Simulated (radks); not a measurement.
Ionisation of neutral gadolinium, [Xe] 4f7 5d1 6s2, to [Xe] 4f7 5d1 6s1 as the strength of local exchange is varied. Method: scalar-relativistic Kohn-Sham, Slater X-alpha exchange (alpha = 2/3 is LDA exchange), no correlation, spin-polarised, spherical densities, finite nucleus; open shells are filled with parallel spins first (spin-orbit coupling, left out, can overturn this in heavy ions); Fermi nuclear charge, rms radius 5.1569 fm; computed with a radial shooting solver on a logarithmic mesh with Libxc functionals.

| alpha | E(Gd) (hartree) | exchange (hartree) | IE (eV) | -e of the level emptied (eV) | <r> of it (bohr) |
|---|---|---|---|---|---|
| 0.618 | -11239.5387 | -217.4428 | 4.852 | 2.783 (6s) | 4.303 |
| 0.667 | -11256.8581 | -235.0684 | 5.027 | 2.967 (6s) | 4.256 |
| 0.672 | -11258.6270 | -236.8700 | 5.046 | 2.986 (6s) | 4.251 |
| 0.772 | -11294.0665 | -273.0239 | 5.424 | 3.389 (6s) | 4.153 |
| 0.823 | -11312.1860 | -291.5509 | 5.626 | 3.606 (6s) | 4.103 |
| 0.876 | -11331.0483 | -310.8676 | 5.842 | 3.841 (6s) | 4.052 |
| 1.042 | -11390.3388 | -371.7842 | 6.560 | 4.626 (6s) | 3.895 |

NIST Atomic Spectra Database: 6.150 eV (measured). The Delta-SCF value meets it near alpha = 0.95. Open shells are spherical and high-spin; term and fine-structure splittings are not resolved. Spin-orbit splitting is averaged out at the scalar-relativistic level.
